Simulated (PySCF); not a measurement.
# Two-dimensional NMR puzzle

Compound of formula C$_{5}$H$_{9}$ClO$_{3}$Si. Correlations simulated from computed shifts and the bond graph:

HSQC (one-bond C–H):
```
  δH    δC
4.09  53.3
3.43  58.5
3.32  31.6
```

COSY cross peaks (H two or three bonds apart, from the bond graph; peaks can be absent where the dihedral angle is near 90°):
```
  δH    δH
4.39  3.32
```

HMBC (two and three bonds, from the bond graph):
```
  δH                 δC
4.39  239.8, 58.5, 31.6
4.09              178.9
3.43       239.8, 178.9
3.32              239.8
```

Carbons without hydrogens: δ 239.8, 178.9.

Theoretical values (PySCF 2.14): GIAO PBE0/pcSseg-1 shieldings, GFN2-xTB structure. Equivalent nuclei averaged, no relativistic terms, isolated molecule, single conformer.

Referencing at the same level of theory: TMS for 1H and 13C.

Exchangeable hydrogens are left out of these lists.

Assemble the structure.

Answers

SMILES COC(=O)CC(=O)[SiH2]CCl.

Structure with atom numbers: `[CH3:1][O:2][C:3](=[O:4])[CH2:5][C:6](=[O:7])[SiH2:8][CH2:9][Cl:10]`; H(Xn) means a hydrogen on atom n.

1. δC 239.8 is C6, a carbonyl carbon.
2. δC 178.9 is C3, an ester carbonyl carbon.
3. δC 58.5 is C5, an sp3 CH2 α to a carbonyl (δH 3.43).
4. δC 53.3 is C1, a methyl carbon bonded to O (δH 4.09).
5. δC 31.6 is C9, an sp3 CH2 bonded to Cl and Si (δH 3.32).
6. HMBC from δH 4.39 reaches the proton-free carbon C6.
7. HMBC from δH 4.09 reaches the proton-free carbon C3.
8. HMBC from δH 3.43 reaches the proton-free carbons C6, C3.
9. HMBC from δH 3.32 reaches the proton-free carbon C6.
10. COSY links 4.39–3.32.

This is the structure that produced the data.

Carbons that carry Cl, above all several Cl atoms, come out too deshielded, partly because spin–orbit coupling is missing. Shifts are as computed. Against solution values, carbons near 30 ppm lie about +3 ppm off and those near 130 ppm about +5 ppm; carbons on Cl a further +6 ppm. Of 1211 compounds with measured shifts, 218 miss one by over three times the rms of a fit or turn the order of signals round; such compounds aren't used in these exercises.
